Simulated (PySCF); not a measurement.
## [TiF6]2-: core ionisation energies

Compound: [TiF6]−2, TiF6 (charge -2 and singlet state).
SMILES with atom numbers: `[F:1][Ti-2:2]([F:3])([F:4])([F:5])([F:6])[F:7]`

The calculation used delta-SCF UKS SCAN, pcX-2 on the ionised atom, pcseg-1 elsewhere, spin-free X2C (PySCF). Vertical ΔSCF values, vacuum level as zero.

Problem. What binding energy does each computed site have?

Solution. 
```csv
atom(s),environment,level,binding energy (eV),count
F1 (×6),fluorine bonded to Ti,F 1s,680.18,6
```

Problem. Give the binding energy of F 1s of F1 (×6) in hartree and in kJ/mol.

Solution. 680.18 eV = 24.9962 Eh = 65627 kJ/mol.

Problem. What is the longest wavelength that can ionise F 1s of F1 (×6) vertically?

Solution. λ = hc/E = 12398.42 eV Å / 680.18 eV = 18.228 Å.

The first atom of each set that the bonding makes equivalent was ionised and stands for the set. No level of titanium is listed. The species carries charge -2, so core ionisation leaves charge -1. The basis sets have no added diffuse functions. Isolated species at its PBE0-D3(BJ)/def2-SVP geometry, gas phase. Whether so highly charged an anion holds all its electrons in the gas phase wasn't checked; a finite basis holds them in any case. No counter-ion or solvent screens the charge of this multiply charged ion. The geometry's basis has no diffuse functions, a weakness for an anion.
